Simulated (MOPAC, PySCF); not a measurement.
[Zn(OH)2], neutral singlet in the gas phase. 

Cartesian coordinates (Å):
```xyz
5

Zn    -0.0126    -0.0111    -0.0011
O      0.8632     0.8672    -1.2746
H      1.1917     1.7337    -0.9750
O     -0.9206    -1.1059     1.0658
H     -1.0632    -0.7299     1.9528
```
Charge 0, multiplicity 1.

All levels are single points at this geometry (TPSS-D3(BJ)/def2-SVP); Pople sets use spherical d functions. Orbital energies aren't observables, and empty levels follow the basis.

HF/3-21G in PySCF gives HOMO (eV) = -11.56.

### Question
Estimate the HOMO (eV) from each of these levels: B3LYP-D3(BJ)/def2-TZVP in PySCF; PBE-D3(BJ)/def2-TZVP in PySCF; TPSSh-D3(BJ)/def2-TZVP in PySCF; B3LYP/6-31G* (LANL2DZ on Zn) in PySCF; B3LYP/LANL2DZ in PySCF; SVWN5/6-31G* (LANL2DZ on Zn) in PySCF; HF/6-31G* (LANL2DZ on Zn) in PySCF; PM7 in MOPAC.

### Answer

```json
[
 {"level": "B3LYP-D3(BJ)/def2-TZVP in PySCF", "HOMO (eV)": "-7.88"},
 {"level": "PBE-D3(BJ)/def2-TZVP in PySCF", "HOMO (eV)": "-6.46"},
 {"level": "TPSSh-D3(BJ)/def2-TZVP in PySCF", "HOMO (eV)": "-7.18"},
 {"level": "B3LYP/6-31G* (LANL2DZ on Zn) in PySCF", "HOMO (eV)": "-7.27"},
 {"level": "B3LYP/LANL2DZ in PySCF", "HOMO (eV)": "-7.60"},
 {"level": "SVWN5/6-31G* (LANL2DZ on Zn) in PySCF", "HOMO (eV)": "-6.05"},
 {"level": "HF/6-31G* (LANL2DZ on Zn) in PySCF", "HOMO (eV)": "-12.04"},
 {"level": "PM7 in MOPAC", "HOMO (eV)": "-10.86"}
]
```
